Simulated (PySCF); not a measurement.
Sn (tin, neutral) across methods

[Kr] 4d10 5s1 5p2 6s1, high-spin 5P determinant (an excited configuration). Calculation: PySCF 2.14, in aug-cc-pVQZ-PP with ECP28MDF (7s7p5d3f2g, 92 functions); scalar relativity through the core potential.

```tsv
method	E (hartree)	mean ε 5s α (eV)	mean ε 5p α (eV)	mean ε 6s α (eV)	Σ⟨r²⟩ (bohr²)	⟨S²⟩
wB97X-V	-213.8534	-19.299	-10.568	-3.068	94.64	6.001
M06-2X	-213.8323	-18.130	-9.470	-2.636	92.51	6.001
LDA	-213.5251	-15.393	-7.516	-1.986	91.75	6.001
r2SCAN	-213.9663	-15.814	-7.874	-1.893	93.78	6.003
PBE0	-213.8958	-16.711	-8.516	-2.225	93.82	6.002
wB97M-V	-213.8419	-19.266	-10.582	-3.077	93.30	6.002
PBE	-213.8765	-15.161	-7.443	-1.899	92.93	6.001
```

Q: Estimate the same row for UHF.

A: E (hartree) = -213.04048; mean ε 5s α (eV) = -20.637; mean ε 5p α (eV) = -11.245; mean ε 6s α (eV) = -2.913; Σ⟨r²⟩ (bohr²) = 97.05; ⟨S²⟩ = 6.003.

Energies and moments cover only the electrons outside the core potential. The outer electron is Rydberg-like, and this basis confines it to a smaller radius and binds it less than a complete one would.
